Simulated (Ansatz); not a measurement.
Abridged output of a molecular run in Ansatz:

```
Functional definition: HF
1462 factors; integrals over basis functions are off by at most 1.1e-3 eV
mean field evaluation 1: about -76683.9854 eV, gradient 2.1e1 eV
mean field evaluation 2: about -76684.2032 eV, gradient 2.1e1 eV
mean field evaluation 4: about -76685.9176 eV, gradient 3.9e0 eV
mean field evaluation 8: about -76685.9596 eV, gradient 1.3e-1 eV
mean field -76685.95968161 eV, -2818.1570386888 hartree, gradient 2.2e-6 eV, S^2 0.000000; 0 other end points of the search recorded, 0 dependent functions left out
20 core orbitals not correlated: weight in the atoms' cores, before any rotation towards them, 1.000 or more for the frozen orbitals, at most 0.000 for the correlated occupied ones
reference -76685.95968161 eV, -2818.1570386888 hartree; 17, 17 occupied and 210, 210 virtual orbitals, 1462 factors
second order -19.36902822 eV of doubles, -0.00000000 eV of singles
cycle   1  -19.97369149 eV  change   -6.0e-1 eV  update   1.1e-1
cycle   2  -20.63025149 eV  change   -6.6e-1 eV  update   3.2e-2
cycle   3  -20.72130128 eV  change   -9.1e-2 eV  update   1.4e-2
cycle   4  -20.71148500 eV  change    9.8e-3 eV  update   3.5e-3
cycle   5  -20.71119429 eV  change    2.9e-4 eV  update   1.3e-3
cycle   6  -20.71101238 eV  change    1.8e-4 eV  update   3.9e-4
cycle   7  -20.71094631 eV  change    6.6e-5 eV  update   1.4e-4
cycle   8  -20.71098603 eV  change   -4.0e-5 eV  update   5.3e-5
cycle   9  -20.71100100 eV  change   -1.5e-5 eV  update   2.0e-5
perturbative correction -0.83007919 eV, -0.0305048477 hartree
Total energy: -76707.50076181 eV, -2818.9486587849 hartree
```

Its atoms:

Cartesian coordinates in Å:
```
Al -1.788 0.578 -0.052
C -0.168 -0.352 0.558
Cl -0.996 -1.691 -0.445
Ge 1.620 -0.010 -0.147
H -3.070 0.527 0.873
H -1.684 1.400 -1.399
H -0.152 -0.740 1.575
H 2.498 -1.272 -0.078
H 2.239 1.101 0.719
H 1.501 0.459 -1.603
```

**Question.** Which basis set was used?
A. cc-pV(Q+d)Z
B. def2-TZVPP
C. def2-QZVPP
D. def2-TZVPPD

**Answer.** B. It gives 247 functions.

**Question.** Write the keys of the input that set method, charge and spin (a neutral closed shell needs none for the last two).

**Answer.** 
```yaml
correlation: {method: ccsd_t}
```
